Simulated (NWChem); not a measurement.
GaCl₂ cation; SMILES [Ga+]([Cl])[Cl]

```xyz
3

Ga     0.0000     0.0000     0.0000
Cl     0.0000     0.0000     2.0410
Cl     0.0000     0.0000    -2.0410
```
Atoms are numbered in this order, from 1.

Structure relaxed at the PBE0/def2-SVP level.

**Question.** List the 6 lowest vertical singlet excitations from CAM-B3LYP/6-31G* (spherical d), TDA (NWChem).

**Answer.** 
```
state  energy (eV)  oscillator strength  leading excitation (squared amplitude)
-----  -----------  -------------------  --------------------------------------
S1            5.11                0.000                      HOMO → LUMO (0.99)
S2            5.11                0.000                    HOMO−1 → LUMO (0.99)
S3            5.70                0.026                    HOMO−2 → LUMO (0.99)
S4            5.70                0.026                    HOMO−3 → LUMO (0.99)
S5            6.84                0.000                  HOMO−1 → LUMO+2 (0.50)
S6            6.91                0.000                  HOMO−1 → LUMO+1 (0.49)
```
